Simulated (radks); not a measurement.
Species: the tellurium ion Te+. Configuration: [Kr] 4d10 5s0.5 5p4.5 (fractional occupations, a model configuration). All-electron calculation, Dirac Kohn-Sham, BLYP, spin-unpolarised, spherical densities, finite nucleus; open shells fill j = l - 1/2 first; Fermi nuclear charge, rms radius 4.7423 fm. Program: a radial shooting solver on a logarithmic mesh with Libxc functionals.

Unscreened Slater integrals over Kohn-Sham orbitals (cm^-1). Large and small components are both included.

\begin{tabular}{lr}
integral & value \\ \hline
F0(5p3/2,5p3/2) & 80079 \\
F2(5p3/2,5p3/2) & 42860 \\
F0(5p3/2,5p1/2) & 81657 \\
G2(5p3/2,5p1/2) & 43529 \\
F0(5p3/2,5s1/2) & 87636 \\
G1(5p3/2,5s1/2) & 56637 \\
F0(5p3/2,4d5/2) & 100980 \\
F2(5p3/2,4d5/2) & 26941 \\
G1(5p3/2,4d5/2) & 8506.2 \\
G3(5p3/2,4d5/2) & 7783.8 \\
F0(5p1/2,5p1/2) & 83361 \\
F0(5p1/2,5s1/2) & 89853 \\
G1(5p1/2,5s1/2) & 59956 \\
F0(5p1/2,4d5/2) & 104690 \\
G3(5p1/2,4d5/2) & 8853.6 \\
F0(5s1/2,5s1/2) & 98507 \\
F0(5s1/2,4d5/2) & 120620 \\
G2(5s1/2,4d5/2) & 15515 \\
F0(4d5/2,4d5/2) & 203730 \\
F2(4d5/2,4d5/2) & 102790 \\
F4(4d5/2,4d5/2) & 68011 \\
\end{tabular}
